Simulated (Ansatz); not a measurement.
BeMe(NH2) (CH5BeN). Charge 0, multiplicity 1. Geometry r2SCAN-D4/def2-TZVP, basis def2-TZVP, Ansatz.

| run | HOMO (eV) | LUMO (eV) |
| --- | --- | --- |
| A | -6.03 | -0.50 |
| B | -5.93 | -0.62 |
| C | -6.73 | -0.31 |
| D | -7.14 | -0.01 |
| E | -8.45 | 0.36 |
| F | -6.01 | 0.06 |

HSE06 is defined as in plane-wave codes, on full-range PBE exchange.

**Question.** The runs used B97M-V, BHLYP, HSE06, LDA (SPW92), PBE0, r2SCAN. Estimate which is which.

**Answer.** A B97M-V (0 % exact exchange); B LDA (SPW92) (0 % exact exchange); C HSE06 (range-separated); D PBE0 (25 % exact exchange); E BHLYP (50 % exact exchange); F r2SCAN (0 % exact exchange). Exact exchange lowers occupied and raises empty levels; among semilocal functionals meta-GGAs tend to open the gap a little, and such runs are hard to tell apart. The gap grows from 5.31 eV (LDA (SPW92)) to 8.81 eV (BHLYP).
